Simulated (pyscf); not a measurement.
**H₃C–CH₂–CH•–OH, doublet**

Gas-phase minimum from PySCF at ωB97X-D3(BJ)/def2-SVP, one conformer. Other isomers of H₃C–CH₂–CH•–OH were not searched in full and may lie lower. 

SMILES: CC[CH]O
```xyz
11

C      0.0068    -2.0195    -0.8564
C      0.3771    -0.5715    -0.4888
C     -0.3594    -0.0452     0.7039
O     -1.7161     0.0989     0.6225
H      0.2620    -2.7092    -0.0361
H     -1.0759    -2.1113    -1.0392
H      0.5361    -2.3534    -1.7633
H      0.1809     0.0843    -1.3607
H      1.4598    -0.4972    -0.2954
H     -0.0399    -0.3054     1.7190
H     -1.9526     0.2912    -0.2937
```
Charge 0, spin multiplicity 2.

Bonds (Å): C1–C2 1.539, C1–H5 1.102, C1–H6 1.102, C1–H7 1.102, C2–C3 1.497, C2–H8 1.108, C2–H9 1.102, C3–O4 1.367, C3–H10 1.096, O4–H11 0.966. Bond angles (°): C2–C1–H5 110.8, C2–C1–H6 110.8, C2–C1–H7 111.5, H5–C1–H6 107.4, H5–C1–H7 108.2, H6–C1–H7 108.1, C1–C2–C3 113.7, C1–C2–H8 109.0, C1–C2–H9 110.0, C3–C2–H8 109.4, C3–C2–H9 108.6, H8–C2–H9 105.8, C2–C3–O4 118.5, C2–C3–H10 120.7 (the first ones only).

Properties at ωB97X-D3(BJ)/def2-SVP:

```yaml
harmonic_wavenumbers_unscaled: 123, 224, 277, 398, 503, 641, 789, 899, 1012, 1072, 1093, 1219, 1266, 1334, 1353, 1400, 1456, 1461, 1476, 1491, 3031, 3062, 3123, 3158, 3160, 3210, 3864 cm⁻¹
zero_point_energy: 60.2 kcal/mol
rotational_symmetry_number: 1
Entropy of this conformer at 298 K and 1 atm, rigid rotor and harmonic oscillator, modes under 100 cm⁻¹ raised to 100: 306.1 J/(mol K)
dipole_moment: 1.59 D
Spin expectation value S2: 0.753
```

Single-point totals, which compare only within one level:

| level | total energy (hartree) |
|---|---|
| ωB97X-D3(BJ)/def2-TZVP | -193.84956 |
| PBE/def2-TZVP | -193.52224 |
| r²SCAN/def2-TZVP | -193.65868 |
| B3LYP-D3(BJ)/def2-TZVP | -193.78852 |
| PBE0-D3(BJ)/def2-TZVP | -193.54819 |
| M06-2X/def2-TZVP | -193.67460 |
| ωB97M-D3(BJ)/def2-TZVP | -193.81254 |

Soft torsions are taken as harmonic, which can shift the entropy by several J/(mol K).
